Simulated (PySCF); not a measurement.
C4H9NSi, SMILES C=C1[SiH2]N[C@H]1C.

Coordinates come from a ωB97X-D3(BJ)/def2-SVP optimisation. The structure was generated by enumeration; whether it is a known compound was not checked.

Two levels are set side by side: TDA-PBE/def2-SVPD (PySCF) and TDA-B3LYP/def2-SVPD (PySCF). Vertical, same geometry. The lowest singlet is HOMO→LUMO 98 % with PBE and HOMO→LUMO 97 % with the other functional; states are paired by order. Differences are taken from unrounded values.

```
quantity                              TDA-B3LYP
------------------------------------  ---------
lowest singlet excitation (eV)             5.04
lowest triplet excitation (TDA) (eV)       4.11
```

What does TDA-PBE give, and how far is it from TDA-B3LYP? (An estimate is asked for; the answer gives what the named calculation found.)


```
quantity                              TDA-PBE  TDA-PBE minus TDA-B3LYP
------------------------------------  -------  -----------------------
lowest singlet excitation (eV)           4.23                    -0.81
lowest triplet excitation (TDA) (eV)     3.88                    -0.23
```

A lower first singlet is the usual sign of a functional without exact exchange. Differences between two approximate levels are no errors against the true value.

Rough cost on one machine, each run with all the roots and properties that it gave: TDA-B3LYP against TDA-PBE within a factor of 2.
